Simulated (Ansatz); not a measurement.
Basis sets compared for the cluster Te₃Pt₂. Total charge 0; singlet. Geometry PBE-D4/def2-SVP. Ansatz on 4 threads of Intel Xeon on a shared host; times are rough, and most runs start from earlier orbitals.

Cartesian coordinates in Å:
```
Pt 0.188 -0.480 0.835
Pt 1.301 0.437 -1.254
Te 1.332 -1.658 2.656
Te -2.042 0.361 0.008
Te -0.780 1.339 -2.245
```

In the def2 sets Pt, Te take a core potential; there is no spin–orbit coupling. The restricted singlet is unstable towards broken spin symmetry in Hartree–Fock (as tested in another run); at PBE-D4/def2-SVP, PBE-D4/def2-TZVP, PBE0-D4/def2-SVP, PBE0-D4/def2-TZVP this wasn't settled. No other spin state of charge 0 was run. Another isomer (singlet) lies 0.20 eV lower at PBE0-D4/def2-TZVP; other spin states weren't run for this one.

Binding counts from free atoms (Pt triplet, Te triplet) in the same basis, without a counterpoise term.

| level | functions | energy (Eh) | HOMO (eV) | LUMO (eV) | binding per atom (eV) | wall time |
| --- | --- | --- | --- | --- | --- | --- |
| PBE-D4/def2-SVP | 142 | -1042.9880 | -4.97 | -4.79 | 2.74 | 4.5 s |
| PBE0-D4/def2-SVP | 142 | -1042.8793 | -5.80 | -4.62 | 2.29 | 9.5 s |

Question: Estimate the rows for PBE-D4/def2-TZVP (with forces), PBE0-D4/def2-TZVP.

Answer: 
```json
{"level": "PBE-D4/def2-TZVP (with forces)", "functions": "230", "energy (Eh)": "-1043.0464", "HOMO (eV)": "-4.97", "LUMO (eV)": "-4.81", "binding per atom (eV)": "2.85", "wall time": "9.5 s"}
{"level": "PBE0-D4/def2-TZVP", "functions": "230", "energy (Eh)": "-1042.9369", "HOMO (eV)": "-5.78", "LUMO (eV)": "-4.60", "binding per atom (eV)": "2.41", "wall time": "24 s"}
```
